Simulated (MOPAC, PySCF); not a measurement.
Cl4Sn, SMILES `[Cl][Sn]([Cl])([Cl])[Cl]`, neutral singlet in the gas phase. 

Cartesian coordinates (Å):
```xyz
5

Cl    -1.1661     1.9710     0.2949
Sn     0.0000     0.0000     0.0000
Cl    -1.4329    -1.6321    -0.7840
Cl     0.9004    -0.6708     2.0177
Cl     1.6986     0.3319    -1.5285
```
Charge 0, multiplicity 1.

All levels are single points at this geometry (B3LYP-D3(BJ)/def2-TZVP); Pople sets use spherical d functions. Orbital energies aren't observables, and empty levels follow the basis.

```json
[
 {"level": "B3LYP-D3(BJ)/def2-TZVP in PySCF", "HOMO (eV)": "-9.46", "LUMO (eV)": "-3.71", "gap (eV)": "5.75", "dipole (D)": "0.00", "vertical IE, Delta-SCF (eV)": "11.45"},
 {"level": "PBE-D3(BJ)/def2-TZVP in PySCF", "HOMO (eV)": "-8.31", "LUMO (eV)": "-4.29", "gap (eV)": "4.01", "dipole (D)": "0.00", "vertical IE, Delta-SCF (eV)": "–"},
 {"level": "B3LYP/6-311+G** (LANL2DZ on Sn) in PySCF", "HOMO (eV)": "-9.67", "LUMO (eV)": "-3.93", "gap (eV)": "5.74", "dipole (D)": "0.00", "vertical IE, Delta-SCF (eV)": "–"},
 {"level": "B3LYP/6-31G* (LANL2DZ on Sn) in PySCF", "HOMO (eV)": "-9.62", "LUMO (eV)": "-3.87", "gap (eV)": "5.76", "dipole (D)": "0.00", "vertical IE, Delta-SCF (eV)": "11.66"},
 {"level": "B3LYP/LANL2DZ in PySCF", "HOMO (eV)": "-9.84", "LUMO (eV)": "-4.28", "gap (eV)": "5.56", "dipole (D)": "0.00", "vertical IE, Delta-SCF (eV)": "–"},
 {"level": "BP86/6-31G* (LANL2DZ on Sn) in PySCF", "HOMO (eV)": "-8.58", "LUMO (eV)": "-4.59", "gap (eV)": "3.99", "dipole (D)": "0.00", "vertical IE, Delta-SCF (eV)": "–"},
 {"level": "M06-2X/6-31G* (LANL2DZ on Sn) in PySCF", "HOMO (eV)": "-11.34", "LUMO (eV)": "-2.91", "gap (eV)": "8.43", "dipole (D)": "0.00", "vertical IE, Delta-SCF (eV)": "–"},
 {"level": "PBE/6-31G* (LANL2DZ on Sn) in PySCF", "HOMO (eV)": "-8.47", "LUMO (eV)": "-4.49", "gap (eV)": "3.98", "dipole (D)": "0.00", "vertical IE, Delta-SCF (eV)": "–"},
 {"level": "SVWN5/6-31G* (LANL2DZ on Sn) in PySCF", "HOMO (eV)": "-8.59", "LUMO (eV)": "-4.62", "gap (eV)": "3.97", "dipole (D)": "0.00", "vertical IE, Delta-SCF (eV)": "–"},
 {"level": "HF/6-31G* (LANL2DZ on Sn) in PySCF", "HOMO (eV)": "-13.48", "LUMO (eV)": "-0.36", "gap (eV)": "13.11", "dipole (D)": "0.00", "vertical IE, Delta-SCF (eV)": "12.77"},
 {"level": "AM1 in MOPAC", "HOMO (eV)": "-12.46", "LUMO (eV)": "-3.71", "gap (eV)": "8.75", "dipole (D)": "0.00", "vertical IE, Delta-SCF (eV)": "–"},
 {"level": "PM3 in MOPAC", "HOMO (eV)": "-11.85", "LUMO (eV)": "-3.93", "gap (eV)": "7.93", "dipole (D)": "0.00", "vertical IE, Delta-SCF (eV)": "–"},
 {"level": "PM6 in MOPAC", "HOMO (eV)": "-12.25", "LUMO (eV)": "-3.13", "gap (eV)": "9.12", "dipole (D)": "0.00", "vertical IE, Delta-SCF (eV)": "–"}
]
```
